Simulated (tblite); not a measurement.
C4H8F2O2.
Cartesian coordinates in Å at the GFN2-xTB level; atoms count from 1:
```xyz
16
C4H8F2O2 angstrom
C     -2.6101   -0.0067    0.5700
O     -1.7674   -1.0349    0.0910
C     -0.6544   -0.5882   -0.6250
C      0.4349    0.0344    0.2599
F      0.1591    1.3731    0.4880
O      1.6523   -0.0531   -0.3996
C      2.7541    0.3150    0.3458
F      3.0126   -0.6164    1.3184
H     -3.4647   -0.5055    1.0214
H     -2.9506    0.6347   -0.2501
H     -2.1141    0.6141    1.3214
H     -0.2197   -1.4678   -1.1038
H     -0.9339    0.1449   -1.3948
H      0.4583   -0.4420    1.2526
H      3.6131    0.3298   -0.3316
H      2.6229    1.2776    0.8610
```

Method: GFN2-xTB as coded in tblite; computed harmonic values from a numerical Hessian at the method's own geometry, unscaled. This tight-binding method is rough: wavenumbers can miss measured ones by several per cent, in bad cases by 10 to 20. One conformer, not necessarily the lowest.

Harmonic wavenumbers (cm⁻¹): 46.3, 62.2, 100.1, 117.9, 172.7, 235.5, 281.5, 335.2, 425.4, 466.6, 556.4, 595.6, 856.1, 959.2, 974.2, 998.9, 1032.3, 1050.8, 1103.4, 1115.9, 1122.1, 1132.1, 1157.2, 1224.5, 1245.7, 1272.8, 1291.4, 1317.0, 1332.3, 1406.3, 1423.2, 1428.6, 1468.3, 1485.4, 2884.9, 2899.8, 2902.2, 2927.8, 2955.6, 2972.1, 2994.9, 3036.2.

A = 4455, B = 974.6, C = 926.4 MHz; mass 126.049 u (most abundant isotopes); point group C1, symmetry number 1.

Question: What is the zero-point energy?

Answer: ½Σν̃ = 26683 cm⁻¹ = 76.29 kcal/mol.

Question: Give the ideal-gas entropy at 350 K and 1 bar in the rigid-rotor, harmonic-oscillator model (classical rotation).

Answer: Translation 41.23, rotation 29.25, vibration 31.04: S = 101.5 cal/(mol K).

Question: And Cp and H(350 K) − H(0)?

Answer: Cp = 37.02 cal/(mol K), of which vibrations give 29.07 (their classical limit is 42 R = 83.5); H(350 K) − H(0) = 8.18 kcal/mol without the zero-point energy, 5.40 from vibrations.

Question: Blend soft modes into free rotors: weight 1/[1 + (100 cm⁻¹/ν̃)⁴] for the oscillator and the rest for a rotor with moment μB/(μ + B), μ = h/(8π²ν), B = 10⁻⁴⁴ kg m². What vibrational entropy results?

Answer: 27.94 cal/(mol K) in place of 31.04, which changes −T·S at 350 K by +1.08 kcal/mol.

Question: What must be added to the electronic energy to get the Gibbs energy at 350 K and 1 bar?

Answer: ZPE + [H(350 K) − H(0)] − T·S = 76.29 + 8.18 − 35.53 = 48.94 kcal/mol.

Question: How do the functions run with temperature in this model?

Answer: 
```tsv
T (K)	S (cal/(mol K))	Cp (cal/(mol K))	H − H(0) (kcal/mol)	G − H(0) (kcal/mol)	ln q(vib)
50	58.5	13.6	0.51	-2.41	0.59
100	69.5	18.3	1.32	-5.63	1.87
298.15	95.9	32.8	6.37	-22.23	6.70
373.15	103.9	38.9	9.06	-29.73	8.37
500	116.7	48.2	14.60	-43.73	11.12
750	138.9	61.4	28.43	-75.76	16.32
1000	157.8	69.8	44.91	-112.92	21.16
```

q(vib) and H(0) count from the zero-point level.

Question: Which modes carry the vibrational entropy at 350 K?

Answer: 46.3 cm⁻¹: 5.29; 62.2 cm⁻¹: 4.70; 100.1 cm⁻¹: 3.77; 117.9 cm⁻¹: 3.45; 172.7 cm⁻¹: 2.71; 235.5 cm⁻¹: 2.13 cal/(mol K); the other 36 give 9.00 together.

Hindered rotation and anharmonicity are outside this model. Other conformers, if any are populated, would add a mixing term that is left out. The structure is chiral; the term R ln 2 for an equal mix with its mirror image is left out.
